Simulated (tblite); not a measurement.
Species: C5H7NOSi.
Z-matrix (Å and degrees, GFN2-xTB geometry), rows numbered from 1:
```
Si
C   1  1.8769
C   2  1.3352  1  124.96
C   3  1.4387  2  123.25  1   179.99
N   4  1.3056  3  127.51  2    -0.04
C   5  1.3576  4  105.41  3   179.99
C   6  1.3613  5  108.77  4     0.02
O   7  1.3468  6  107.97  5    -0.00
H   1  1.4648  2  108.65  3  -120.48
H   1  1.4648  2  108.59  3   120.15
H   1  1.4638  2  109.72  3    -0.19
H   2  1.0826  1  118.66  3   179.97
H   3  1.0813  2  122.04  1    -0.03
H   6  1.0699  5  121.49  4  -179.98
H   7  1.0700  6  133.83  5   179.98
```

Level: GFN2-xTB in tblite, geometry and Hessian alike; calculated harmonic values, unscaled, isolated species. This tight-binding method is rough: wavenumbers can miss measured ones by several per cent, in bad cases by 10 to 20. Modes of hydrogen on silicon can be 10 to 20 % off. One conformer, not necessarily the lowest.

Harmonic wavenumbers (cm⁻¹): 65.2, 90.5, 104.6, 129.9, 246.2, 304.8, 385.9, 534.3, 538.5, 605.3, 677.8, 751.2, 753.0, 770.7, 773.5, 783.0, 784.4, 813.3, 840.8, 905.4, 960.2, 1010.3, 1076.4, 1107.7, 1154.3, 1178.3, 1232.8, 1294.5, 1334.6, 1461.8, 1541.2, 1636.6, 2251.6, 2257.0, 2264.0, 3053.2, 3071.6, 3183.5, 3197.8.

A = 7577, B = 718.3, C = 661.1 MHz; mass 125.030 u (most abundant isotopes); point group Cs, symmetry number 1.

Problem. Zero-point energy?

Solution. Half the sum of the wavenumbers: 22563 cm⁻¹ = 64.51 kcal/mol.

Problem. What is S at 200 K and 1 bar for an ideal gas of classical rigid rotors and harmonic oscillators?

Solution. Translation 38.43, rotation 27.69, vibration 14.65: S = 80.8 cal/(mol K).

Problem. And Cp and H(200 K) − H(0)?

Solution. Cp = 24.04 cal/(mol K), of which vibrations give 16.10 (their classical limit is 39 R = 77.5); H(200 K) − H(0) = 3.20 kcal/mol without the zero-point energy, 1.61 from vibrations.

Problem. Which modes carry the vibrational entropy at 200 K?

Solution. 65.2 cm⁻¹: 3.51; 90.5 cm⁻¹: 2.87; 104.6 cm⁻¹: 2.60; 129.9 cm⁻¹: 2.19; 246.2 cm⁻¹: 1.09; 304.8 cm⁻¹: 0.78 cal/(mol K); the other 33 give 1.60 together.

Problem. How do the functions run with temperature in this model?

Solution. 
```tsv
T (K)	S (cal/(mol K))	Cp (cal/(mol K))	H − H(0) (kcal/mol)	G − H(0) (kcal/mol)	ln q(vib)
50	57.3	12.4	0.48	-2.39	0.32
100	67.2	16.3	1.20	-5.52	1.28
298.15	92.1	33.3	6.01	-21.44	5.32
373.15	100.3	40.0	8.77	-28.66	6.88
500	113.3	49.1	14.44	-42.22	9.56
750	135.7	60.9	28.32	-73.44	14.71
1000	154.3	68.0	44.51	-109.75	19.52
```

q(vib) and H(0) count from the zero-point level.

Hindered rotation and anharmonicity are outside this model. Other conformers, if any are populated, would add a mixing term that is left out.

Hardware: an Arm Neoverse N1 with one thread, shared host with 64 logical CPUs at a one-minute load of 49. Cost: 0.77 s. The figure is for the frequency step alone.
